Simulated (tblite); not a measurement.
C5H5F3O (charge +1 and doublet state).
SMILES with atom numbers: `[CH2+:1][C:2]=[CH:3][C@@H:4]([F:5])[O:6][CH:7]([F:8])[F:9]` (hydrogens: H10, H11 on C1; H12 on C3; H13 on C4; H14 on C7)

A start from a force field or distance geometry was refined with GFN2-xTB geometry optimisation, gas phase in tblite. Values at the start:

| coordinate | start |
| --- | --- |
| C1–C2 | 1.473 Å |
| C1–H10 | 1.075 Å |
| C1–H11 | 1.056 Å |
| C2=C3 | 1.313 Å |
| C3–C4 | 1.493 Å |
| C3–H12 | 1.074 Å |
| C4–F5 | 1.364 Å |
| C4–O6 | 1.385 Å |
| C4–H13 | 1.121 Å |
| O6–C7 | 1.372 Å |
| C7–F8 | 1.383 Å |
| C7–F9 | 1.389 Å |
| C7–H14 | 1.110 Å |
| C1–C2–C3 | 116.2° |
| C2–C3–C4 | 123.1° |
| C3–C4–O6 | 107.0° |
| C4–O6–C7 | 114.3° |
| F5–C4–O6 | 115.6° |
| O6–C7–F8 | 107.1° |
| O6–C7–F9 | 114.5° |
| F8–C7–F9 | 106.9° |

Task: How do these coordinates change at the GFN2-xTB level?

Result: 
```tsv
coordinate	GFN2-xTB (Å or °)	change
C1–C2	1.293	-0.180
C7–F9	1.333	-0.056
C3–C4	1.540	+0.047
C4–F5	1.331	-0.033
C1–H11	1.087	+0.031
C7–F8	1.353	-0.030
C4–H13	1.101	-0.020
C4–O6	1.403	+0.018
C3–H12	1.089	+0.015
C1–H10	1.088	+0.013
O6–C7	1.363	-0.009
C2=C3	1.305	-0.008
C7–H14	1.103	-0.007
C1–C2–C3	178.2	+62.0
F5–C4–O6	108.2	-7.4
C4–O6–C7	119.2	+4.9
C3–C4–O6	103.5	-3.5
O6–C7–F8	109.8	+2.7
O6–C7–F9	112.3	-2.2
C2–C3–C4	124.8	+1.7
F8–C7–F9	105.8	-1.1
```

The energy falls by 2.716 eV over 199 L-BFGS steps, the largest force on an atom goes from 6.56 to 0.010 eV/Å, and the atoms move by 1.347 Å rms after alignment. The bond that changes most is C1–C2 (ends: carbon bonded to C and 2 H; carbon bonded to 2 C), which shortens by 0.180 Å. Bonds longer at the end by more than 0.005 Å: 5 of 13; shorter: 8. Among the dihedrals that turn most is C4–O6–C7–H14, from 0° to 165°. Rotational constants go from 2638, 869.8, 681.9 to 1814, 1492, 930.8 MHz.

The run took 1.3 s wall on one thread of an Arm Neoverse V1 (shared host).

Its GFN2-xTB frequencies are all real (lowest 25 cm⁻¹). 2 starts were optimised and ended at 0.00 and 1.47 kcal/mol (GFN2-xTB); the lowest of these is shown.

One conformer stands for the species.

All values are computed, not measured.
